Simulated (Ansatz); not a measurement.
Al₇P₇H₂₀⁺, a nanocrystal cut from zinc blende AlP (hydrogen-capped). Charge 1, multiplicity 2. Geometry PBE-D4/def2-SVP, that of the neutral singlet; atoms count from 1.

| atom | x (Å) | y (Å) | z (Å) |
| --- | --- | --- | --- |
| Al1 | 2.0660 | -2.8985 | 1.2086 |
| Al2 | -1.2971 | 1.5894 | -3.2353 |
| Al3 | 2.1222 | 0.4175 | -0.9571 |
| Al4 | -1.2320 | -1.8805 | -0.7418 |
| Al5 | -1.2336 | -1.5266 | 3.2056 |
| Al6 | -1.1587 | 1.7846 | 1.0306 |
| Al7 | 2.1366 | 0.7900 | 2.9896 |
| P8 | -1.9562 | -0.6739 | -2.7650 |
| P9 | 1.1336 | -1.7287 | -0.7668 |
| P10 | 1.1532 | -1.4102 | 2.8737 |
| P11 | 1.0841 | 1.4095 | -2.9599 |
| P12 | -1.8883 | 2.6476 | -1.1595 |
| P13 | 1.2010 | 1.6349 | 0.8567 |
| P14 | -1.8755 | -0.4750 | 1.0556 |
| H15 | 3.6585 | -2.7417 | 1.0757 |
| H16 | 1.3425 | -4.3319 | 1.2289 |
| H17 | -1.8369 | 2.2511 | -4.5816 |
| H18 | 3.6943 | 0.5047 | -1.2039 |
| H19 | -1.8971 | -3.3250 | -0.8463 |
| H20 | -1.7760 | -3.0351 | 3.1139 |
| H21 | -1.7297 | -0.5025 | 4.3386 |
| H22 | -1.7740 | 2.7835 | 2.1091 |
| H23 | 3.7259 | 0.7467 | 2.7647 |
| H24 | 1.4547 | 1.6888 | 4.1323 |
| H25 | -1.6468 | -1.4289 | -3.9420 |
| H26 | -3.3829 | -0.7034 | -2.8866 |
| H27 | 1.5646 | -2.4650 | -1.9183 |
| H28 | 1.6400 | -2.0056 | 4.0871 |
| H29 | 1.5740 | 0.7795 | -4.1491 |
| H30 | 1.6103 | 2.7188 | -3.2045 |
| H31 | -1.5300 | 4.0268 | -1.3028 |
| H32 | -3.3104 | 2.8136 | -1.1904 |
| H33 | 1.6714 | 2.9804 | 0.7082 |
| H34 | -3.3078 | -0.4350 | 1.0321 |

Single mean-field runs in def2-TZVP are fitted with def2-universal-jkfit.

**Question.** Estimate the Mulliken populations of the heavy atoms from the PBE0/def2-TZVP orbitals of Ansatz.

**Answer.** 
```
atom  charge (e)  spin (α − β)
 Al1        0.27          0.04
 Al2        0.34          0.00
 Al3        0.31          0.00
 Al4        0.31          0.00
 Al5        0.27          0.10
 Al6        0.31          0.00
 Al7        0.27          0.03
  P8       -0.25          0.00
  P9       -0.36          0.00
 P10       -0.26          0.36
 P11       -0.25          0.00
 P12       -0.25          0.00
 P13       -0.36          0.00
 P14       -0.36          0.00
```
Mulliken values depend strongly on the basis.

**Question.** Where does the spin sit?

**Answer.** Summed by element: Al 0.17, P 0.36, H 0.46, of 1 unpaired in all. Largest on single atoms: P10 0.36, H15 0.14, H23 0.14.

**Question.** And the Mayer bond orders between heavy atoms (over 0.3)?

**Answer.** Al1–P9 0.68 (2.48 Å); Al1–P10 0.73 (2.41 Å); Al2–P8 0.78 (2.40 Å); Al2–P11 0.77 (2.40 Å); Al2–P12 0.78 (2.40 Å); Al3–P9 0.82 (2.37 Å); Al3–P11 0.68 (2.46 Å); Al3–P13 0.82 (2.37 Å); Al4–P8 0.68 (2.46 Å); Al4–P9 0.82 (2.37 Å); Al4–P14 0.82 (2.37 Å); Al5–P10 0.59 (2.41 Å); Al5–P14 0.68 (2.48 Å); Al6–P12 0.68 (2.46 Å); Al6–P13 0.82 (2.37 Å); Al6–P14 0.82 (2.37 Å); Al7–P10 0.73 (2.41 Å); Al7–P13 0.68 (2.48 Å).
